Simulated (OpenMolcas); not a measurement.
# 3s² 3p² along the 14-electron sequence

```
Program             : OpenMolcas
Method              : RASSCF
Basis               : ANO-R3
Scalar Hamiltonian  : X2C, finite nucleus
Spin-orbit coupling : RASSI with atomic mean-field integrals over the reference wave functions, term energies averaged over their components
```

Active space for each ion: 2 electrons in 9 orbitals (RAS2 3p; RAS3 3d 4s, at most 1 electron).

Computed levels in cm-1 above ³P₀:

| Level | Si | P+ | S2+ | Cl3+ | Ar4+ |
| --- | --- | --- | --- | --- | --- |
| ³P₁ | 66.1 | 146 | 268 | 445 | 694 |
| ³P₂ | 194 | 424 | 765 | 1246 | 1903 |
| ¹D₂ | 8784 | 11618 | 14263 | 16826 | 19463 |
| ¹S₀ | 21494 | 28340 | 34658 | 40585 | 46468 |
| weight of ³P in the lowest level (%) | 100 | 100 | 100 | 100 | 100 |

Measured, with the error of the calculation in %. Measured levels: Si, P+ from NIST Handbook of Basic Atomic Spectroscopic Data; S2+ from NIST levels in Podobedova, Kelleher and Wiese, J. Phys. Chem. Ref. Data 38, 171 (2009); Cl3+ from Moore, Atomic Energy Levels, vol. I, NSRDS-NBS 35 (1971 reprint of NBS Circular 467, 1949); Ar4+ from Saloman, J. Phys. Chem. Ref. Data 39, 033101 (2010).

```csv
Level,Si,P+,S2+,Cl3+,Ar4+
³P₁,77.1 (-14.3),165 (-11.3),299 (-10.4),491 (-9.4),763 (-9.0)
³P₂,223 (-12.9),469 (-9.6),833 (-8.2),1341 (-7.0),2029 (-6.2)
¹D₂,6299 (+39.5),8882 (+30.8),11323 (+26.0),13766 (+22.2),16299 (+19.4)
¹S₀,15394 (+39.6),21576 (+31.4),27161 (+27.6),32550 (+24.7),37912 (+22.6)
```

The fine-structure level ³P₂ changes by a factor of 9.81 from Si to Ar4+. Its fourth root runs 3.73, 4.54, 5.26, 5.94, 6.60, with steps per unit of Z of 0.81, 0.72, 0.68, 0.66; equal steps would mean a (Z - σ)^4 law with constant σ.

¹D₂ changes by a factor of 2.22 over the same range, with steps per unit of Z of +2830, +2640, +2560, +2640 cm-1.

With the s shell closed, the reference lacks s² → p² mixing. Without dynamic correlation excited terms often stand tens of per cent too high (terms of higher spin than the ground term too low), and those without a measured partner can miss by more than the paired ones (holds for Si; P+). No level of 3s² 3p 4s was computed, though it lies in the active space (holds for Si). Computed and measured levels are paired by configuration, term and J; levels that our copy of the source lacks, or whose pairing is in doubt (as where it misses far off the trend of its configuration), stay unpaired and out of the deviations. Levels of configurations outside the active space are missing.
